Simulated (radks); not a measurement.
The numbers below are computed, except where a source is named.
Task: Ionisation of Br+, [Ar] 3d10 4s2 4p4, to Br2+, [Ar] 3d10 4s2 4p3, under several functionals. Dirac Kohn-Sham, spin-unpolarised, spherical densities, finite nucleus; open shells fill j = l - 1/2 first; a radial shooting solver on a logarithmic mesh with Libxc functionals. The NIST Atomic Spectra Database gives 21.591 eV (measured). Rank these functionals by the error of their Delta-SCF ionisation energy: exchange-only PBE; LDA (Slater exchange, VWN5 correlation); OLYP; SOGGA; revPBE; XLYP; BP86.

Result: From best to worst: exchange-only PBE 21.459 eV (-0.132); XLYP 22.378 eV (+0.787); SOGGA 22.414 eV (+0.823); OLYP 22.443 eV (+0.852); revPBE 22.461 eV (+0.870); BP86 22.618 eV (+1.027); LDA (Slater exchange, VWN5 correlation) 22.676 eV (+1.085). Spin polarisation and multiplet splitting are left out, so open shells lie too high by an amount that depends on their filling.

Beside tabulated values, note that spin-unpolarised runs miss the spin-polarisation part of the exchange energy of open shells.
